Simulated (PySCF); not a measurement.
Mo(O)2(Cl)(SH) (ClHMoO₂S), SMILES [Mo]([Cl])([SH])(=[O])=[O], multiplicity 1. Geometry optimised at PBE0-D3(BJ)/def2-SVP. The multiplicity is an assumed one; no other spin state was optimised. The structure was generated by enumeration; whether it is a known compound was not checked. The def2 effective core potentials stand for the cores of Mo; spin–orbit coupling is left out. Other conformers were not sampled.

Calculation: PBE0-D3(BJ)/def2-SVP (PySCF).

Harmonic wavenumbers (cm⁻¹): 119, 167, 183, 229, 293, 328, 427, 440, 629, 1051, 1079, 2693. Rotational constants (GHz): 2.703, 1.639, 1.351; symmetry number 1.

Q: Work out the zero-point energy and the ideal-gas rigid-rotor harmonic-oscillator thermochemistry at 298.15 K and 1 atm.

A: ZPE = ½ Σ hcν = ½ × 7638 cm⁻¹ = 45.69 kJ/mol. H − E(el) = 66.08 kJ/mol. Entropy in J/(mol K): translation 174.60, rotation 118.72, vibration 61.63, total 354.96. G − E(el) = -39.75 kJ/mol. Cp = 96.74 J/(mol K). Modes under 150 cm⁻¹ make the vibrational entropy uncertain.
